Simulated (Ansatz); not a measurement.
Consider the ligand exchange at a Ge–C bond: `[SH][GeH2][C]1=NC1` + HCl → `[SH][GeH2][Cl]` + `C1=NC1`.

Calculated with Ansatz (gas phase, PBE0-D4/def2-TZVP geometries, no zero-point term in ΔE). CCSD(T)/CBS is the MP2 limit (def2-TZVPP, def2-QZVPP) plus CCSD(T) − MP2 in def2-TZVPP, frozen cores. This one scheme is used for every species. Functionals use def2-TZVPP. B3LYP here is the variant with VWN-RPA as its local correlation; programs differ in this. For Ge outer-core shells are correlated without core-valence functions, which leaves a few kJ/mol of doubt a bond. Scalar relativity is left out up to krypton. Each species was taken in one conformer, which may not be the lowest.

```
         level  ΔE (kJ/mol)
     r2SCAN-D4        -71.9
       PBE0-D4        -70.5
      B3LYP-D4        -71.4
       ωB97X-V        -71.8
       ωB97M-V        -72.0
        B2PLYP        -72.2
 MP2/CBS(def2)        -65.3
CCSD/CBS(def2)        -68.6
```

Problem. What does CCSD(T)/CBS give? (Best estimate.)

Solution. The calculation gave: -65.9 kJ/mol. The listed levels differ from it by -6.0, -4.6, -5.5, -5.9, -6.1, -6.3, 0.6, -2.7 kJ/mol.

Largest T1 diagnostic among the species: 0.012.

In def2-TZVPP, CCSD(T) changes the Hartree–Fock value by +24.6 kJ/mol (the triples alone add +2.7 kJ/mol) and MP2 by +25.2 kJ/mol. The D4 term adds +5.4 kJ/mol with B3LYP and +3.3 kJ/mol with PBE0; it sums over pairs of atoms, weighted by their polarisabilities, and B3LYP, whose exchange is more repulsive, gets the larger term.
